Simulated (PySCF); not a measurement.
**Assignment exercise: C8H10F2**

Geometry:
```
atom   x (Å)   y (Å)   z (Å)
  C1   1.412  -1.867   0.418
  C2   1.591  -0.903  -0.478
  C3   0.895   0.378  -0.491
  C4   1.048   1.232  -1.505
  C5   0.001   0.715   0.646
  C6   0.462   0.901   1.873
  C7  -1.465   0.815   0.317
  C8  -2.022  -0.564  -0.010
  F9  -2.054  -1.348   1.095
 F10  -3.305  -0.475  -0.442
 H11   0.724  -1.765   1.240
 H12   1.952  -2.796   0.355
 H13   2.284  -1.049  -1.297
 H14   1.698   1.013  -2.334
 H15   0.547   2.185  -1.528
 H16  -0.189   1.149   2.694
 H17   1.512   0.820   2.097
 H18  -1.623   1.444  -0.562
 H19  -2.027   1.223   1.158
 H20  -1.444  -1.098  -0.780
```

Fast rotation and ring inversion assumed for equivalent nuclei, non-relativistic Hamiltonian, a single conformation, isolated molecule. Coordinates at the GFN2-xTB level; NMR shieldings at PBE0/pcSseg-1/GIAO; PySCF 2.14.0 with density-fitted response routines.

Chemical shifts δ = σref − σ; 13C and 1H against TMS, all at this level.

Task: Assign these signals to the numbered atoms. 13C{1H} NMR (computed): δ 158.1 (C), 148.0 (C), 146.6 (CH), 127.6 (CH2), 127.2 (CH2), 123.7 (CH2), 121.4 (CH), 51.9 (CH2).

Result: 
```tsv
δ (ppm)	atoms	environment	reason
158.1	C3	fully substituted alkene carbon	the olefinic region
148.0	C5	fully substituted alkene carbon	–
146.6	C2	alkene CH	an sp2 carbon of a C=C bond
127.6	C6	terminal =CH2 carbon	as expected for a trigonal carbon in a double bond
127.2	C1	terminal =CH2 carbon	–
123.7	C4	terminal =CH2 carbon	–
121.4	C8	sp3 CH bonded to 2 F	2 electronegative neighbours deshield it
51.9	C7	allylic sp3 CH2	a saturated carbon with 2 carbon neighbours and no heteroatom attached
```

C5 and C2; C6 and C1 lie closer than the usual error of such a calculation, so a measured spectrum could show them in the other order.

Task: Assign these signals to the numbered atoms. 1H NMR (400 MHz, computed): δ 6.79 (m, 1H), 6.00 (m, 1H), 5.96 (m, 1H), 5.84 (br s, 1H), 5.66 (m, 1H), 5.53 (br s, 1H), 5.36 (br s, 1H), 5.36 (br s, 1H), 2.83 (m, 2H).

Result: 
```tsv
δ (ppm)	atoms	environment	reason
6.79	H13	hydrogen on an alkene CH	olefinic region
6.00	H11	hydrogen on a terminal =CH2 carbon	attached to an sp2 carbon and in the plane of the double bond
5.96	H20	hydrogen on an sp3 CH bonded to 2 F	its carbon carries F, hence the downfield position
5.84	H16	hydrogen on a terminal =CH2 carbon	a vinylic proton, deshielded by the sp2 carbon and the C=C anisotropy
5.66	H12	hydrogen on a terminal =CH2 carbon	–
5.53	H14	hydrogen on a terminal =CH2 carbon	–
5.36	H15	hydrogen on a terminal =CH2 carbon	–
5.36	H17	hydrogen on a terminal =CH2 carbon	–
2.83	H18/H19	hydrogen on an allylic sp3 CH2	allylic position
```

H11 and H20; H15 and H17 lie closer than the usual error of such a calculation, so a measured spectrum could show them in the other order.

Splittings by 19F in the carbon and heteronuclear signals aren't shown, as no couplings were computed. Shifts are as computed. Against solution values, carbons near 30 ppm lie about +3 ppm off and those near 130 ppm about +5 ppm. Of 1211 compounds with measured shifts, 218 miss one by over three times the rms of a fit or turn the order of signals round; such compounds aren't used in these exercises. No couplings were computed; multiplicities are counted from neighbouring protons, with m where these are inequivalent, close in shift, in a saturated or five-membered ring or joined by F or P, and br s for small geminal =CH2 splittings.
